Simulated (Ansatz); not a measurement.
Basis sets compared for W(OH)F5 (WOF₅H). Total charge 0; singlet. Geometry B3LYP-D4/def2-SVP. Ansatz on 4 threads of Arm Neoverse V2 on a shared host; times are rough, and most runs start from earlier orbitals.

```xyz
8

W    -0.1252    0.2778    0.0648
O     0.6110   -1.3597   -0.3144
H     0.9990   -2.2175   -0.5161
F    -0.8700    1.9359    0.4483
F    -1.7108   -0.4934    0.6608
F     1.4034    1.1754   -0.5023
F    -0.8450    0.4291   -1.6449
F     0.5377    0.2524    1.8038
```

In the def2 sets W takes a core potential; there is no spin–orbit coupling.

Binding counts from free atoms (W quintet, O triplet, H doublet, F doublet) in the same basis, without a counterpoise term.

```json
{"level": "PBE-D4/def2-SVP", "functions": "121", "energy (Eh)": "-641.4900", "HOMO (eV)": "-9.38", "LUMO (eV)": "-4.57", "binding per atom (eV)": "–", "wall time": "1.1 s"}
{"level": "PBE-D4/def2-TZVP", "functions": "232", "energy (Eh)": "-642.2133", "HOMO (eV)": "-9.52", "LUMO (eV)": "-4.62", "binding per atom (eV)": "–", "wall time": "2.2 s"}
{"level": "PBE0-D4/def2-SVP", "functions": "121", "energy (Eh)": "-641.3911", "HOMO (eV)": "-11.45", "LUMO (eV)": "-4.18", "binding per atom (eV)": "–", "wall time": "1.6 s"}
{"level": "PBE0-D4/def2-TZVP (with forces)", "functions": "232", "energy (Eh)": "-642.1185", "HOMO (eV)": "-11.47", "LUMO (eV)": "-4.09", "binding per atom (eV)": "–", "wall time": "4.6 s"}
{"level": "BHLYP-D4/def2-TZVP", "functions": "232", "energy (Eh)": "-642.3105", "HOMO (eV)": "-13.35", "LUMO (eV)": "-3.40", "binding per atom (eV)": "4.10", "wall time": "3.8 s"}
```

Question: Estimate the rows for PBE-D4/def2-TZVPD, PBE0-D4/def2-TZVPD, BHLYP-D4/def2-TZVPD.

Answer: 
```tsv
level	functions	energy (Eh)	HOMO (eV)	LUMO (eV)	binding per atom (eV)	wall time
PBE-D4/def2-TZVPD	292	-642.2189	-9.55	-4.67	–	3.6 s
PBE0-D4/def2-TZVPD	292	-642.1240	-11.47	-4.10	–	5.5 s
BHLYP-D4/def2-TZVPD	292	-642.3160	-13.34	-3.40	4.11	7 s
```
